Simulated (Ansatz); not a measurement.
One change: `C[O][AlH][S][SiH3]` becomes `[SiH3][AlH][S][SiH3]`.

Ansatz, PBE0-D4/def2-TZVP geometries, multiplicity 1. Each molecule was computed in one conformer, which needn't be the lowest.

```csv
property,`C[O][AlH][S][SiH3]`
HOMO energy (PBE0/def2-TZVPP) / eV,-7.65
size of the dipole moment (PBE/def2-TZVPP) / D,1.61
HOMO–LUMO gap (ωB97M-V/def2-TZVPP) / eV,10.65
LUMO energy (ωB97M-V/def2-TZVPP) / eV,0.85
size of the dipole moment (ωB97M-V/def2-TZVPP) / D,1.67
HOMO energy (ωB97M-V/def2-TZVPP) / eV,-9.80
```

Task: Give the same properties after the change, and the shifts. (Best estimate.)

Result: Computed: 
| property | `[SiH3][AlH][S][SiH3]` | shift |
| --- | --- | --- |
| HOMO energy (PBE0/def2-TZVPP) / eV | -7.69 | -0.04 |
| size of the dipole moment (PBE/def2-TZVPP) / D | 0.69 | -0.92 |
| HOMO–LUMO gap (ωB97M-V/def2-TZVPP) / eV | 9.39 | -1.26 |
| LUMO energy (ωB97M-V/def2-TZVPP) / eV | -0.27 | -1.12 |
| size of the dipole moment (ωB97M-V/def2-TZVPP) / D | 0.71 | -0.96 |
| HOMO energy (ωB97M-V/def2-TZVPP) / eV | -9.67 | 0.13 |

Dipoles are sizes alone; their direction can turn.
